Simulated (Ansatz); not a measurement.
Ansatz (a program for electronic structure) input:
A basis named .json is the Basis Set Exchange file of that set.

Ansatz 0.2 input:
```yaml
crystal:
  periodic: [false, false, false]
  atoms:
    - {symbol: K, position_ang: [-0.00000000, -0.00000000, -1.98622517]}
    - {symbol: K, position_ang: [0.00000000, 0.00000000, 1.98622517]}
basis:
  gaussian:
    orbitals: def2-QZVPPD.json
total_charge: 1
magnetization: {spin_polarized: true, initial_magnetization: 1}
correlation: {method: ccsd_t, electrons: outside_noble_gas}
```

Predict the final energy.

-1198.20587 Eh (CCSD(T)/def2-QZVPPD). The basis has 140 functions.

This state (charge 1, doublet) is run at the relaxed geometry of the species with charge 0 and multiplicity 1.
